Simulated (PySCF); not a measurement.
O2Si2, SMILES o1[si]2o[si]1=2.

Geometry optimised at B3LYP-D3(BJ)/def2-SVP.

These are M06-2X/def2-TZVPD run with PySCF values and carry that method's errors.

Symmetry labels are those of the subgroup D2h that the program uses (full group D2h).

Computed valence orbital energies around the gap with their symmetry:
```
orbital  symmetry  energy (eV)
-------  --------  -----------
HOMO−7        B1u       -16.50
HOMO−6         Ag       -15.13
HOMO−5        B3g       -14.00
HOMO−4        B3u       -13.09
HOMO−3        B1g       -11.02
HOMO−2        B2u       -10.86
HOMO−1         Ag       -10.22
HOMO          B1u        -8.09
LUMO          B2g        -1.56
LUMO+1        B3u        -0.62
LUMO+2        B2u        -0.06
LUMO+3         Ag         0.51
```
